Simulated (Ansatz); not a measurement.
Isomers of C2H4F2, B3LYP-D3(BJ)/def2-TZVP minima from an xTB search, which can miss the lowest.
Isomer 1, SMILES CC(F)F (charge 0, multiplicity 1):
```csv
atom,x (Å),y (Å),z (Å)
C,-0.7854,-0.0117,-0.0778
C,0.6991,0.0441,0.1416
F,1.2365,-1.2164,0.0813
F,1.2987,0.7807,-0.8479
H,-1.2015,0.9951,-0.0471
H,-1.2518,-0.6134,0.7021
H,-0.9926,-0.4582,-1.0503
H,0.9971,0.4799,1.0981
```
Isomer 2, SMILES FCCF (charge 0, multiplicity 1):
```xyz
8

F      1.4533    -1.0217     0.1260
C      0.7386     0.1605    -0.0512
C     -0.7386    -0.1605     0.0513
F     -1.4533     1.0216    -0.1264
H      1.0407     0.8661     0.7246
H      0.9834     0.5680    -1.0336
H     -1.0406    -0.8664    -0.7243
H     -0.9836    -0.5677     1.0337
```

Frozen-core correlation. MP2 and its Hartree–Fock in cc-pVQZ are density fitted.

Codes used: Ansatz (an electronic-structure program) with Gaussian orbitals. Values without a source in brackets are computed.

The energy of isomer 2 above isomer 1 is E(isomer 2) − E(isomer 1). Total energies (hartree):

| level | isomer 2 | isomer 1 |
|---|---|---|
| HF/cc-pVTZ | -277.0337025 | -277.0539601 |
| MP2/cc-pVTZ | -277.8772053 | -277.9004760 |
| HF/cc-pVQZ | -277.0557242 | -277.0756205 |
| MP2/cc-pVQZ | -277.9689450 | -277.9915282 |
| CCSD(T)/cc-pVTZ | -277.9278873 | -277.9500766 |

### Question
Work out the energy of isomer 2 above isomer 1 at the basis-set limit: extrapolate the MP2 correlation part as X⁻³, take Hartree–Fock from the larger set, and add the CCSD(T) − MP2 difference of cc-pVTZ.

### Answer

1. Differences (1 hartree = 627.509 kcal/mol): HF/cc-pVTZ 12.712; MP2/cc-pVTZ 14.603; HF/cc-pVQZ 12.485; MP2/cc-pVQZ 14.171; CCSD(T)/cc-pVTZ 13.924.
2. Correlation parts, MP2 less HF: 1.891 in cc-pVTZ (X = 3), 1.686 in cc-pVQZ (X = 4).
3. Limit (4³·(1.686) − 3³·(1.891))/(4³ − 3³) = 1.537; with HF/cc-pVQZ it gives 14.022.
4. CCSD(T) less MP2 in cc-pVTZ: -0.679.
Result: 13.34 kcal/mol, against 14.60 at MP2/cc-pVTZ. It is an estimate of this method's limit, not of the exact value.
